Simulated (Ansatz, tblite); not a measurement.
Removing an electron: Al₃P₄⁻. Total charge -1; singlet. Geometry: r2SCAN-D4/def2-SVPD. Ansatz, gas phase; energy differences of separate SCF runs; the oxidised species was run as a doublet alone.

```csv
atom,x (Å),y (Å),z (Å)
Al1,0.7935,-1.4296,-0.0938
Al2,-0.6805,0.9945,-1.1079
Al3,0.0973,0.6337,1.3746
P4,-0.3857,2.6521,0.3994
P5,1.7587,-0.8661,1.8708
P6,-1.5075,-1.0085,-0.2194
P7,-0.0758,-0.9762,-2.2237
```

The xTB rows come from tblite. Correlated methods freeze 35 core orbitals. The rows differ in basis, and correlated rows in double-zeta sets carry the largest basis error. The structure comes from a short search, and lower isomers may exist.

| level | −HOMO (eV) | vertical IE (eV) | −LUMO (eV) | HOMO–LUMO gap (eV) | remarks |
| --- | --- | --- | --- | --- | --- |
| PBE-D4/def2-TZVPD | 0.80 | 2.83 | 0.03 | 0.77 | – |
| PBE0-D4/def2-TZVPD | 1.59 | 2.93 | -0.53 | 2.12 | spin-contaminated (⟨S²⟩ 0.87) (doublet) |
| CCSD/def2-SVPD | – | 2.81 | – | – | large T1 (0.031) (-1 singlet), large T1 (0.050) (doublet), spin-contaminated (⟨S²⟩ 1.30) (doublet) |
| CCSD(T)/def2-SVPD | – | 2.87 | – | – | large T1 (0.031) (-1 singlet), large T1 (0.050) (doublet), spin-contaminated (⟨S²⟩ 1.30) (doublet) |

Question: Estimate the rows for GFN1-xTB, GFN2-xTB, r2SCAN-D4/def2-TZVPD.

Answer: 
```
               level  −HOMO (eV)  vertical IE (eV)  −LUMO (eV)  HOMO–LUMO gap (eV)                                  remarks
            GFN1-xTB        3.51              6.17        2.41                1.11                                        –
            GFN2-xTB        5.22              7.22        3.94                1.28                                        –
r2SCAN-D4/def2-TZVPD        0.95              2.86       -0.01                0.96  spin-contaminated (⟨S²⟩ 0.89) (doublet)
```

Run but left out: HF/def2-SVPD, MP2/def2-SVPD (neutral doublet: ⟨S²⟩ 1.30, where a pure state has 0.75).  Raw xTB energy differences between charge states are shifted by several eV; the methods need an empirical correction for them.
